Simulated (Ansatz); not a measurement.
Molecule: (2-methylpropan-2-yl)oxyboronic acid, C4H11BO3, net charge 0, singlet state. 
Geometry from a B3LYP-D3(BJ)/def2-TZVP (Ansatz, an electronic-structure program) optimisation:
SMILES: CC(C)(C)OB(O)O
```xyz
19

C     -1.2499     0.9599    -1.0971
C     -1.0531    -0.1174    -0.0327
C     -1.2686     0.4381     1.3733
C     -1.9830    -1.2984    -0.2892
O      0.2820    -0.6722    -0.1398
B      1.4611    -0.0111     0.0087
O      2.6369    -0.7123    -0.1305
O      1.5348     1.3301     0.2925
H     -2.2794     1.3213    -1.0773
H     -1.0511     0.5493    -2.0883
H     -0.5837     1.8035    -0.9263
H     -1.0828    -0.3387     2.1167
H     -2.2988     0.7799     1.4866
H     -0.6025     1.2768     1.5679
H     -3.0259    -0.9838    -0.2306
H     -1.8006    -1.7159    -1.2801
H     -1.8136    -2.0814     0.4508
H      2.4826    -1.6411    -0.3279
H      2.4474     1.6277     0.3622
```

Total electronic energies in hartree. Cores are frozen in the correlated levels unless marked. No spin-orbit coupling. Non-relativistic. CBS(X,Y): correlation extrapolated as X^-3; Hartree-Fock from the larger set. The bracket is a focal-point correction in the basis named.

| level | program | energy (Eh) |
|---|---|---|
| HF/STO-3G | Ansatz | -402.11382 |
| HF/6-31G | Ansatz | -407.15209 |
| revPBE-D4/def2-TZVPD | Ansatz + dftd4 | (withheld) |
| B3LYP-D3(BJ)/def2-TZVPD | Ansatz + dftd3 | -409.94760 |
| B3LYP/def2-TZVPD | Ansatz | -409.92133 |
| PBE0-D3(BJ)/def2-TZVPD | Ansatz + dftd3 | -409.45104 |
| PBE0/def2-QZVPP | Ansatz | (withheld) |
| BHLYP-D3(BJ)/def2-TZVPD | Ansatz + dftd3 | (withheld) |
| r2SCANh-D4/def2-TZVPD | Ansatz + dftd4 | -409.67041 |
| r2SCAN0-D4/def2-TZVPD | Ansatz + dftd4 | -409.64412 |
| r2SCAN0/def2-TZVPD | Ansatz | -409.63920 |
| LC-wPBE-D4/def2-TZVPD | Ansatz + dftd4 | -409.68088 |
| B2GP-PLYP-D3(BJ)/def2-TZVPD | Ansatz + dftd3 | -409.51760 |
| B2GP-PLYP-D4/def2-TZVPD | Ansatz + dftd4 | -409.51592 |
| B2PLYP/def2-TZVPD | Ansatz | -409.58437 |
| MP2/STO-3G | Ansatz | -402.47145 |
| RI-MP2/cc-pVTZ | Ansatz | -408.99976 |
| RI-MP2/cc-pVQZ | Ansatz | -409.13532 |
| SCS-MP2/6-31G* | Ansatz | -408.42779 |
| CCSD/cc-pVTZ | Ansatz | -409.04942 |
| CCSD/cc-pwCVTZ | Ansatz | -409.07284 |
| CCSD(T)/cc-pVTZ | Ansatz | -409.10991 |
| RI-MP2/CBS(aug-cc-pVTZ,aug-cc-pVQZ)+[CCSD(T)-MP2]/aug-cc-pVTZ | Ansatz | -409.3264 |

What belongs in the gaps?


- revPBE-D4/def2-TZVPD, energy (Eh): -409.81461
- PBE0/def2-QZVPP, energy (Eh): -409.46392
- BHLYP-D3(BJ)/def2-TZVPD, energy (Eh): -409.70764
